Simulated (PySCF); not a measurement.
SMILES [SiH3][Sn]([SiH3])([SiH3])[SiH3] (H12Si4Sn) at its GFN2-xTB optimised geometry (Å):

```
17

Si    -2.8948     1.0919    -2.8802
Sn    -0.7939    -0.0843    -2.0182
Si    -1.3789    -2.4762    -1.3274
Si     0.9726    -0.1332    -3.8663
Si     0.1312     1.1846     0.0000
H     -3.9013     0.1283    -3.3102
H     -2.5899     1.9487    -4.0201
H     -3.4964     1.9277    -1.8478
H     -1.5894    -2.5745     0.1123
H     -0.3134    -3.4062    -1.6824
H     -2.5993    -2.9315    -1.9831
H      0.9634    -1.4065    -4.5771
H      0.7412     0.9214    -4.8466
H      2.3117     0.0586    -3.3211
H     -0.3099     2.5745     0.0000
H     -0.3092     0.5815     1.2525
H      1.5894     1.1846     0.0000
```

Calculation: B3LYP/def2-SVP, def2 effective core potentials past Kr (PySCF 2.14.0). The core electrons that the potentials of Sn replace are not part of the density. Cells within 0.4 Å of a nucleus heavier than hydrogen are left out (blank, or x).

Map of the Laplacian of the electron density (e/bohr⁵), clipped to [-1.50, 1.50] on the plane z = 0.0 Å:

```
|555555555555555555555555555|
|555555555555555555555555555|
|555555555555555555555555555|
|555555555555555555555555555|
|555555555555555555555555555|
|555555555555555555555555555|
|555555555555035555555555555|
|555555555555234555555555555|
|555555555555455555555555555|
|5555555555559x9644555555555|
|5555555555559xx930455555555|
|555555555555899544555555555|
|555555555555455555555555555|
|555555555555555555555555555|
|555555555555555555555555555|
|555555555555555555555555555|
|555555555555555555555555555|
|555555555555555555555555555|
|555555555555555555555555555|
|555555554245555555555555555|
|555555554045555555555555555|
|555555555555555555555555555|
|555555555555555555555555555|
|555555555555555555555555555|
|555555555555555555555555555|
|555555555555555555555555555|
|555555555555555555555555555|
```
Scale: ten equal steps from -1.50 (start of '0') to 1.50 (end of '9'), in the order '0123456789'; x runs from -5.00 to 5.00, y from -5.00 (bottom) to 5.00 (top).
